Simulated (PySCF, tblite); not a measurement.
Isomers of C5H9N3. Computed with GFN2-xTB (tblite): harmonic, unscaled wavenumbers at the GFN2-xTB geometry, gas phase. This tight-binding method is rough: wavenumbers can miss measured ones by several per cent, in bad cases by 10 to 20. One conformer each.

Electronic energies: PBE0/pcSseg-1 single points on the GFN2-xTB geometries (PySCF, gas phase).

```tsv
SMILES	electronic energy, lowest = 0 (kJ/mol)
CC(C)n1cnnc1	12.1
Cc1nn(C)nc1C	0.0
CCn1nncc1C	35.9
CC(C)c1cnn[nH]1	44.1
```

Task: How do GFN2-xTB zero-point energies change the relative energies?

Result: 
```json
{"SMILES": "Cc1nn(C)nc1C", "ZPE (kJ/mol)": "365.4", "of it from modes above 1550 cm⁻¹": "162.6", "electronic (kJ/mol)": "0.0", "with ZPE, lowest = 0 (kJ/mol)": "0.0", "lowest mode (cm⁻¹)": "27", "rings": "1"}
{"SMILES": "CC(C)n1cnnc1", "ZPE (kJ/mol)": "370.0", "of it from modes above 1550 cm⁻¹": "164.9", "electronic (kJ/mol)": "12.1", "with ZPE, lowest = 0 (kJ/mol)": "16.7", "lowest mode (cm⁻¹)": "39", "rings": "1"}
{"SMILES": "CCn1nncc1C", "ZPE (kJ/mol)": "368.8", "of it from modes above 1550 cm⁻¹": "172.9", "electronic (kJ/mol)": "35.9", "with ZPE, lowest = 0 (kJ/mol)": "39.3", "lowest mode (cm⁻¹)": "50", "rings": "1"}
{"SMILES": "CC(C)c1cnn[nH]1", "ZPE (kJ/mol)": "370.3", "of it from modes above 1550 cm⁻¹": "166.2", "electronic (kJ/mol)": "44.1", "with ZPE, lowest = 0 (kJ/mol)": "49.1", "lowest mode (cm⁻¹)": "15", "rings": "1"}
```

The zero-point energies span 4.9 kJ/mol, from `Cc1nn(C)nc1C` to `CC(C)c1cnn[nH]1`. The order is unchanged.

Task: And how do the electronic energies of GFN2-xTB itself compare?

Result: `Cc1nn(C)nc1C` 8.6; `CC(C)n1cnnc1` 0.0; `CCn1nncc1C` 37.9; `CC(C)c1cnn[nH]1` 66.8 kJ/mol, lowest = 0. Against the energies above, taken from the same isomer `Cc1nn(C)nc1C`, the largest difference is 20.7 kJ/mol.

Task: What do entropy and thermal enthalpy add at 298.15 K and 1 bar (rigid rotor, harmonic oscillator, one conformer each)?

Result: 
```csv
SMILES,point group,symmetry number,S (J/(mol K)),H − H(0) (kJ/mol),ZPE + H − H(0) − TS (kJ/mol)
Cc1nn(C)nc1C,Cs,1,395.1,26.11,273.7
CC(C)n1cnnc1,Cs,1,368.1,23.30,283.6
CCn1nncc1C,C1,1,373.2,24.03,281.5
```

Not tabulated: `CC(C)c1cnn[nH]1` (lowest mode only 15 cm⁻¹).
